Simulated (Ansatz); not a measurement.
Consider the ligand exchange at the Si–C bond: `N=C([SiH3])S` + `OC[SiH2]O` → `OC[SiH2]O[SiH3]` + `N=CS`.

Gas-phase electronic energies from Ansatz, PBE0-D4/def2-TZVP geometries. CBS: MP2 limit from def2 TZ/QZ plus the TZ coupled-cluster correction, frozen cores. This one scheme is used for every species. DFT in def2-TZVPP. Each species was taken in one conformer, which may not be the lowest.

CCSD(T)/CBS gives -117.1 kJ/mol.

Another level gave -98.5 kJ/mol. Which?
A. PBE0/def2-TZVPP
B. HF/def2-TZVPP
C. SCS-MP2/def2-TZVPP
D. PBE-D4/def2-TZVPP

D. PBE-D4 -98.5, SCS-MP2/def2-TZVPP -125.6, PBE0 -109.2, HF/def2-TZVPP -147.8 kJ/mol.

Largest T1 diagnostic among the species: 0.014.

From PBE to PBE0 (25 % exact exchange), in def2-TZVPP and without D4, ΔE moves by −11.2 kJ/mol. In def2-TZVPP, CCSD(T) changes the Hartree–Fock value by +28.9 kJ/mol (the triples alone add +5.7 kJ/mol) and MP2 by +27.0 kJ/mol.
